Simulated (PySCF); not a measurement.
How methods differ on the excitation energy of Cl⁺

Cl⁺ [Ne] 3s2 3p4 (3P) → Cl⁺ [Ne] 3s1 3p5 (3P), as a difference of total energies. Calculation: PySCF 2.14, in x2c-TZVPPall; scalar relativity by spin-free X2C-1e. Correlated levels: valence: [Ne] frozen; valence and next inner shell: 1s2 frozen. The calculations carry no spin-orbit coupling.

| method | excitation energy (eV) | error (eV) |
| --- | --- | --- |
| UHF | 14.475 | +2.902 |
| LDA | 12.409 | +0.836 |
| PBE | 12.475 | +0.902 |
| PBE0 | 13.008 | +1.435 |
| r2SCAN | 12.743 | +1.170 |
| MN15 | 12.160 | +0.587 |
| M06 | 12.938 | +1.365 |
| revPBE | 12.446 | +0.873 |
| B3LYP | 12.880 | +1.307 |
| ROHF | 14.431 | +2.858 |
| MP2 (valence) | 13.139 | +1.566 |
| SCS-MP2 (valence) | 12.976 | +1.403 |
| MP2 (valence and next inner shell) | 13.102 | +1.529 |
| SCS-MP2 (valence and next inner shell) | 12.946 | +1.373 |

Reference: 11.573 eV (measured; NIST levels, between the centres of gravity of the two terms).

Errors of the correlated levels include the incompleteness of this basis and the frozen core.
